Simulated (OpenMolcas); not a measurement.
V4+ (d1) in a complex was computed by SS-CASPT2, IPEA 0.25 Eh, imaginary shift 0.1 Eh with the d shell active (OpenMolcas, ANO-RCC-VTZP on the metal). Its lowest spin-free states, and all those of the highest spin:

```
2S+1  Degeneracy  E (cm-1)
   2           2         0
   2           1       260
   2           2     36030
```

Question: Is the site octahedral, tetrahedral or cube-like, axial, or of lower symmetry?

Answer: The states with 2S+1 = 2 have orbital degeneracies 2, 1, 2. There are pairs but no triples, so the site is axial: not cubic, but with a proper or improper axis of order three or more. The run had V4+ with 6 ligands (ammonia) in octahedral coordination (S6) at 2 Å. Ligand basis ANO-RCC-VDZP.

Over all roots computed the reference weight is 0.69; a low but even weight reflects the number of correlated electrons. An orbital doublet at a regular site is open to a Jahn-Teller distortion, which this geometry leaves out. The least metal-like active orbital is 75 % on the metal (Löwdin) and no ligand orbital is active, so the numbers are rough. Ligand-to-metal charge-transfer states are missing. With one d shell and no ligand orbital active, 10Dq can be off by a tenth or more. No measured value stands beside these numbers; the geometry was imposed, not optimised, and the real ion may take another.
